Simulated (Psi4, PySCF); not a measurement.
Approach curve of the dimer N2 ··· BCl3 (SMILES N#N and ClB(Cl)Cl). Monomers: optimised at B3LYP-D3(BJ) (def2-TZVP), held rigid. Orientation: lowest of the rigid-body minima from ten starts at GFN2-xTB. R is the distance of the centres of mass, along which the second monomer moves.

Geometry at R = 3.28 Å (first 2 atoms: monomer A):
```
6

N      0.5455     0.0000     0.0000
N     -0.5455     0.0000     0.0000
Cl    -3.9245     0.3551    -0.9301
B     -2.5576     0.9943    -1.8068
Cl    -1.7879     0.0328    -3.0434
Cl    -1.9592     2.5936    -1.4455
```

- MP2/aug-cc-pVDZ = DF-MP2/aug-cc-pVDZ, frozen core, counterpoise-corrected run with Psi4
- HF/aug-cc-pVDZ, counterpoise-corrected (Psi4)
- RKS-B3LYP/6-31G* = restricted B3LYP/6-31G*, spherical d, no counterpoise correction (PySCF)
- SAPT0/jun-cc-pVDZ, frozen core (Psi4)
- PBE-D3(BJ)/def2-TZVP, counterpoise-corrected (Psi4)

Interaction energies in kJ/mol (negative: bound); R is the distance of the centres of mass, d the N2···B4 distance.

```csv
R / Å,d / Å,MP2/aug-cc-pVDZ,HF/aug-cc-pVDZ,RKS-B3LYP/6-31G*,SAPT0/jun-cc-pVDZ,PBE-D3(BJ)/def2-TZVP
2.68,2.29,46.63,75.54,53.73,43.23,42.10
2.85,2.45,23.85,47.06,30.95,23.03,21.85
3.07,2.67,7.18,24.58,13.75,7.97,6.65
3.28,2.88,-0.49,12.68,5.40,0.89,-0.60
3.50,3.10,-3.80,6.01,1.33,-2.30,-3.90
3.65,3.25,-4.56,3.46,0.06,-3.11,-4.72
3.98,3.58,-4.34,0.80,-0.80,-3.19,-4.62
4.30,3.90,-3.37,-0.01,-0.70,-2.53,-3.65
4.81,4.40,-1.98,-0.22,-0.33,-1.52,-2.15
5.50,5.09,-0.94,-0.15,-0.13,-0.73,-0.95
6.48,6.07,-0.36,-0.06,-0.08,-0.29,-0.32
7.76,7.35,-0.12,-0.02,-0.04,-0.10,-0.10
```

Lowest grid point: MP2/aug-cc-pVDZ -4.56 kJ/mol at R = 3.65 Å; HF/aug-cc-pVDZ -0.22 kJ/mol at R = 4.81 Å; RKS-B3LYP/6-31G* -0.80 kJ/mol at R = 3.98 Å; SAPT0/jun-cc-pVDZ -3.19 kJ/mol at R = 3.98 Å; PBE-D3(BJ)/def2-TZVP -4.72 kJ/mol at R = 3.65 Å.
